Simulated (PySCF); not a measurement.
# The third ionisation energy along group 8

Calculated with PySCF 2.14 from differences of total energies of unrestricted determinants, without spin-orbit coupling. Values in eV. The last column holds reference values (NIST; (s) semi-empirical, (t) theoretical, else measured). Unmarked ones compare directly (S terms, centres of terms, or small fine structure); those marked * lie between the lowest fine-structure levels and include a spin-orbit shift.

```csv
element,configurations,SCS-MP2 (valence),CCSD (valence),CCSD(T) (valence),LDA,PBE,r2SCAN,reference
"Fe (x2c-TZVPPall with one added diffuse shell each of s, p, d, f type, spin-free X2C)",[Ar] 3d6 → [Ar] 3d5,30.049,29.837,29.880,31.629,31.450,30.765,30.651 ± 0.012 *
"Ru (x2c-TZVPPall with one added diffuse shell each of s, p, d, f type, spin-free X2C)",[Kr] 4d6 → [Kr] 4d5,28.014,27.780,27.822,28.951,28.682,28.259,28.47 (s) *
"Os (x2c-TZVPPall with one added diffuse shell each of s, p, d, f type, spin-free X2C)",[Xe] 4f14 5d6 → [Xe] 4f14 5d5,26.305,26.177,26.234,27.399,27.006,26.769,25 ± 1.6 (t) *
```

"Valence" correlates the outer s and p shells and, in groups 3 to 12 and the f block, the outer d or f shell, open or full, or the next shell where the ion has no valence electron left; the wider scheme adds the next inner shell.
